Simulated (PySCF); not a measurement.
C2H4NO, charge -1, multiplicity 1. Atoms are numbered in the order given.

```xyz
8

C     -0.2030     1.3540     0.0000
C      0.0335    -0.1614     0.0000
N     -1.0636    -0.8874     0.0000
O      1.2423    -0.5343     0.0000
H      0.2790     1.7996    -0.8852
H     -1.2746     1.5970     0.0000
H      0.2790     1.7996     0.8852
H     -0.7596    -1.8653     0.0000
```
Charge -1, spin multiplicity 1.

Coordinates come from a PBE0-D3(BJ)/def2-SVPD optimisation. The spin state was assumed, not searched. The isomer is the one that the SMILES or the coordinates give; other isomers of the formula were not compared. The values are those of a single conformer.

Method: CAM-B3LYP/def2-TZVPD (PySCF).

Symmetry labels are those of the subgroup Cs that the program uses (full group Cs).

Computed valence orbital energies around the gap with their symmetry:
| orbital | symmetry | energy (eV) |
|---|---|---|
| HOMO−7 | A' | -8.67 |
| HOMO−6 | A" | -8.48 |
| HOMO−5 | A' | -7.39 |
| HOMO−4 | A' | -7.01 |
| HOMO−3 | A" | -5.70 |
| HOMO−2 | A' | -3.70 |
| HOMO−1 | A' | -2.34 |
| HOMO | A" | -2.11 |
| LUMO | A' | 4.75 |
| LUMO+1 | A' | 5.38 |
| LUMO+2 | A" | 6.11 |
| LUMO+3 | A' | 6.19 |
